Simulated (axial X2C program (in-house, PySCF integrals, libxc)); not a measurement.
What spin–orbit coupling does to NaTi⁺

All values were computed with an in-house relativistic program for diatomic molecules. Spin-free means the one-electron spin-free X2C Hamiltonian; two-component (2c) means X2C with spin–orbit coupling and atomic mean-field two-electron Coulomb and Gaunt terms, so the difference of the two also holds small scalar two-electron terms. Basis: Ti dyall-cv3z [10s10p6d4f2g], Na dyall-cv3z [9s8p5d2f] (cores contracted in-house); Gaussian nuclei, density fitting, unrestricted open shells. Masses: Ti 47.948 u, Na 22.990 u.

Spin-free state: M_S = 1, Λ = 0 (beyond evenly filled blocks: π+α, π-α); fragments Ti + Na+.

| level | Re (Å) | ωe (cm⁻¹) | De (eV) | μ (D) |
| --- | --- | --- | --- | --- |
| PBE0 | 3.292 | 138.9 | 0.841 | 4.04 |
| HF | 3.464 | 126.2 | 0.679 | 4.55 |
| MP2 | 3.416 | 127.8 | 0.642 | n/a |
| CCSD | 3.422 | 128.9 | 0.666 | n/a |
| CCSD(T) | 3.420 | 128.8 | 0.663 | n/a |
| PBE | 3.247 | 141.8 | n/a | 3.95 |

Correlated methods: 4 electrons correlated (number of frozen shells: Ti 3 s, 2 p; Na 2 s, 1 p), 304 virtual spin orbitals or spinors in MP2, 75 natural virtuals in coupled cluster.

Dipoles are positive if Na is the positive end and refer to the centre of mass.

Two-component determinant lowest at the distance of the search:

Ω = 1 (⟨Sz⟩ = 1.00, ⟨Lz⟩ = 0.00 at HF); fragments Ti + Na+.

| level | Re (Å) | ωe (cm⁻¹) | μ (D) |
| --- | --- | --- | --- |
| PBE0 | 3.293 | 139.0 | 4.04 |
| HF | 3.465 | 126.2 | 4.55 |
| MP2 | 3.417 | 127.8 | n/a |
| CCSD | 3.422 | 128.9 | n/a |
| CCSD(T) | 3.421 | 128.8 | n/a |
| PBE | 3.247 | 141.9 | 3.95 |

Question: From the two tables, how do the constants change at the CCSD(T) level (2c against spin-free)?

Answer: At the CCSD(T) level Re is unchanged within 0.001 Å and ωe doesn't move by more than 0.2 cm⁻¹.

The state is one determinant whose occupation by symmetry is held fixed; it was picked as the lowest of a PBE0 search that is not exhaustive. De is counted from the lowest determinant-based energies of the atoms at the same level, without counterpoise correction. De is not given where an atomic determinant may have missed its ground term or J level, or where the truncated virtual space spoils (T). Density functionals use the spin component along the axis (collinear). CCSD and (T) use frozen natural virtuals with an MP2 correction for the truncation; (T) itself is uncorrected, so its De runs slightly low. PBE0 can misorder states that lie within some tenths of an eV, so this need not be the ground state of the molecule. The nearest other spin-free determinant of the search, M_S = 2, Λ = 2, lies 0.12 eV up at the distance of the search. The functionals have no current-density term, which raises determinants with orbital currents, atoms included. With several unpaired electrons one determinant need not be a pure state. The outer-core s and p shells of the metal are frozen in the correlated rows, which leaves out core–valence correlation; for alkali and alkaline-earth bonds that tends to lengthen them. Open-shell Ω = 0 determinants with evenly filled partner blocks cannot be reached by this program, so the Ω shown need not be the lowest component. At some level and bond length an empty orbital lies below a filled one. This is the Ω = 1 component of a π² triplet; the 0⁺ component is not one determinant and can lie lowest. Some points did not converge and are left out. The determinant is spin-polarised beyond a pure state at some levels (its spin-free form has ⟨S²⟩ too high), which makes Re and μ there less reliable.
